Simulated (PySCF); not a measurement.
## Radial density of Ni⁺ (nickel, charge +1)

B97-3, [Ar] 3d8 4s1, high-spin 4F determinant (an excited configuration). Computed with PySCF 2.14 in aug-cc-pVDZ (7s6p4d2f, 59 functions), with no relativity, point nucleus.

| r (bohr) | 4πr²ρ (e/bohr) | 4πr²(ρα − ρβ) |
| --- | --- | --- |
| 0.000960 | 0.1638 | 0.0001 |
| 0.00161 | 0.4467 | 0.0002 |
| 0.00271 | 1.188 | 0.0005 |
| 0.00457 | 3.031 | 0.0014 |
| 0.00768 | 7.206 | 0.0032 |
| 0.0129 | 15.23 | 0.0067 |
| 0.0217 | 26.46 | 0.0107 |
| 0.0365 | 33.67 | 0.0104 |
| 0.0615 | 29.19 | 0.0044 |
| 0.103 | 28.57 | 0.0351 |
| 0.174 | 38.28 | 0.2070 |
| 0.293 | 22.59 | 0.8067 |
| 0.492 | 17.99 | 1.9843 |
| 0.828 | 16.92 | 1.8247 |
| 1.39 | 4.457 | 0.8707 |
| 2.34 | 0.9203 | 0.5443 |
| 3.94 | 0.1426 | 0.1268 |
| 6.63 | 0.001579 | 0.0016 |
| 11.1 | 4.778e-05 | 0.0000 |
